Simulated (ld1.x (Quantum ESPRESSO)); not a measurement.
# Which change was made? (Sr, TM)

```json
{
 "Element": "strontium (Sr)",
 "Generator": "ld1.x (Quantum ESPRESSO) 7.5",
 "Type": "norm-conserving Troullier–Martins (Kleinman–Bylander form)",
 "Functional": "PBE",
 "Relativity": "fully relativistic",
 "Frozen core": "[Kr]",
 "Valence charge": "2",
 "Reference configuration": "4d0 5s1 5p1",
 "Partial waves": "5s (bound): rc 3.75 bohr; 5p (bound): rc 4.20 bohr; 4d (bound, empty): rc 2.20 bohr",
 "Local potential": "all-electron potential smoothed inside 1.95 bohr (lloc = -1)",
 "Core correction": "a·sin(br)/r model core inside 1.15 bohr"
}
```

Open shells are filled in proportion to 2j + 1 (rel_dist='average').

Cutoffs, loose and tight: the cutoffs (Ry, on a coarse ladder) from which the occupation-weighted sum of valence levels, in a spherical-Bessel basis at the reference potential, stays within 10 and 1 mRy of its value at 400 Ry. They do not see the model core or the augmentation charge, which bear on the density cutoff. Test errors are all-electron minus pseudo excitation energies from the reference, over the configurations 4d0 5s2 5p0; 4d0 5s1 5p0; 4d0 5s1.5 5p0; 4d0.5 5s1.5 5p0; 4d0 5s0 5p1; 4d1 5s1 5p0; 4d1 5s0 5p0; variants that change the core or the reference have their own tests. The largest error is taken over the tests solved by every variant that gives reliable tests at all, those not shown here included: 4d0 5s1 5p0; 4d0 5s1.5 5p0; 4d0 5s2 5p0; 4d0.5 5s1.5 5p0; 4d1 5s0 5p0; 4d1 5s1 5p0.

The base gives: outcome: generated; cutoff, loose: 6 Ry; cutoff, tight: 8 Ry; bound ghosts: s, p3/2, p1/2; largest test error (meV): -101.

Q: After one change the result is: outcome: generated; cutoff, loose: 6 Ry; cutoff, tight: 8 Ry; bound ghosts: none; largest test error (meV): -103. Which change was it?
A. scalar-relativistic
B. core [Ar] 3d10, valence charge 10; reference 4s2 4p6 4d1 5s1 5p0; waves now 4p (bound): rc 2.55 bohr; 4d (bound): rc 3.45 bohr; 4s (bound): rc 1.95 bohr; local potential the s channel; core correction none
C. wave 4d (bound): rc 2.20 bohr becomes 4d (bound): rc 1.36 bohr
D. type TM semilocal; scalar-relativistic; local potential the d channel

A: D. The others give: wave 4d (bound): rc 2.20 bohr becomes 4d (bound): rc 1.36 bohr → outcome: generated; cutoff, loose: 6 Ry; cutoff, tight: 8 Ry; bound ghosts: d3/2, s, p3/2, p1/2; largest test error (meV): -102 | core [Ar] 3d10, valence charge 10; reference 4s2 4p6 4d1 5s1 5p0; waves now 4p (bound): rc 2.55 bohr; 4d (bound): rc 3.45 bohr; 4s (bound): rc 1.95 bohr; local potential the s channel; core correction none → outcome: generated, misses its reference levels by 0.27 eV; cutoff, loose: 25 Ry; cutoff, tight: 45 Ry; bound ghosts: none; largest test error (meV): -569 | scalar-relativistic → outcome: generated; cutoff, loose: 6 Ry; cutoff, tight: 8 Ry; bound ghosts: s, p; largest test error (meV): -103.
